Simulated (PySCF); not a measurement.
C4H5FSi, SMILES C#C/C(F)=C/[SiH3]. Coordinates come from a B3LYP-D3(BJ)/def2-SVP optimisation. The structure was generated by enumeration; whether it is a known compound was not checked.

Task: Give the equilibrium geometry at B3LYP-D3(BJ)/def2-SVP (PySCF confirms it by a frequency run) as Cartesian coordinates in Å, and its point group. (An estimate is asked for; the answer gives what the named calculation found.)

Result: point group Cs.
```xyz
11

C      0.4685    -3.1723     0.0000
C      0.1964    -1.9902     0.0000
C     -0.1205    -0.5996     0.0000
F     -1.4487    -0.3514     0.0000
C      0.7433     0.4270     0.0000
Si     0.1889     2.2211     0.0000
H      0.7102    -4.2189     0.0000
H      1.8046     0.1654     0.0000
H     -0.6259     2.5250    -1.2107
H     -0.6259     2.5250     1.2107
H      1.4049     3.0822     0.0000
```
Charge 0, spin multiplicity 1.
